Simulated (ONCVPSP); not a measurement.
# cobalt (Co): one change to an ONCV potential, before and after

Co (Z = 27), optimised norm-conserving Vanderbilt (ONCV), made with ONCVPSP 4.0.1 (PW91, scalar-relativistic). Core [Ne] 3s2, reference 3p6 3d7 4s1.5 4p0.5. Waves: 4s: rc 2.40 bohr, ncon 3, nbas 8, qcut 3.5 1/bohr, 2 projectors, debl 3.8 Ha; 3p+4p: rc 1.15 bohr, ncon 5, nbas 8, qcut 15 1/bohr, 2 projectors; 3d: rc 1.50 bohr, ncon 4, nbas 9, qcut 9 1/bohr, 1 projector. Local part: polynomial inside 0.75 bohr (lpopt 5, dvloc0 4 Ha). Core correction: none.

All-electron outer shells of the reference configuration (PW91, scalar-relativistic, ld1.x):

```json
{"shell": "2p", "level (eV)": "-771.26", "outermost node (bohr)": "–", "outermost maximum (bohr)": "0.17"}
{"shell": "3s", "level (eV)": "-103.38", "outermost node (bohr)": "0.31", "outermost maximum (bohr)": "0.66"}
{"shell": "3p", "level (eV)": "-66.67", "outermost node (bohr)": "0.28", "outermost maximum (bohr)": "0.68"}
{"shell": "3d", "level (eV)": "-9.24", "outermost node (bohr)": "–", "outermost maximum (bohr)": "0.66"}
{"shell": "4s", "level (eV)": "-6.15", "outermost node (bohr)": "0.96", "outermost maximum (bohr)": "2.29"}
{"shell": "4p", "level (eV)": "-1.77", "outermost node (bohr)": "1.05", "outermost maximum (bohr)": "3.13"}
```

Change: s: qcut 2.8; p: qcut 11.8; d: qcut 7.1.

Cutoffs: the cutoffs (Ha) at which the residual kinetic energy of the hardest occupied pseudo-wave falls to 1 and 0.1 mHa per electron; they do not see the model core or the augmentation charge, which bear on the density cutoff. Errors are all-electron minus pseudo energies relative to the spin-unpolarised reference configuration.

Q: How do hardness, ghosts and transferability respond?

A: The potential gets harder (61 Ha and 80 Ha → 126 Ha and 148 Ha); both files keep a bound ghost (s); of the 3 tests that both files solve, the error grows in 2 and shrinks in 1 by more than 15 % and 0.3 meV (median size 1.1 → 1.5 meV).

```csv
quantity,base,changed
"cutoff, loose",61 Ha,126 Ha
"cutoff, tight",80 Ha,148 Ha
loose cutoff by channel,"s 4.3 Ha, p 61 Ha, d 37 Ha","s 3.7 Ha, p 35 Ha, d 126 Ha"
bound ghosts,s,s
GHOST(+) flags under 300 eV,none,none
tests with a reliable result,3 of 4,3 of 4
"error for 3p6 3d7 4s2 4p0, meV [ΔE -2.14 eV]",-1.1,-1.5
"error for 3p6 3d7 4s1 4p0, meV [ΔE 6.95 eV]",-0.3,+0.9
"error for 3p6 3d7 4s0 4p0, meV [ΔE 23.79 eV]",-12,-9.5
s: phases at 2.43 bohr within 0.05 rad from the reference energy up to (Ha; the scan ends near 5),2.4,2.2
p: phases at 1.16 bohr within 0.05 rad from the reference energy up to (Ha; the scan ends near 5),to the end of the scan,to the end of the scan
d: phases at 1.52 bohr within 0.05 rad from the reference energy up to (Ha; the scan ends near 5),1.1,0.8
```

 A true bound ghost makes a file unfit for plane-wave use even where its test errors are small: the radial tests pick states by their node count and pass the ghost by.
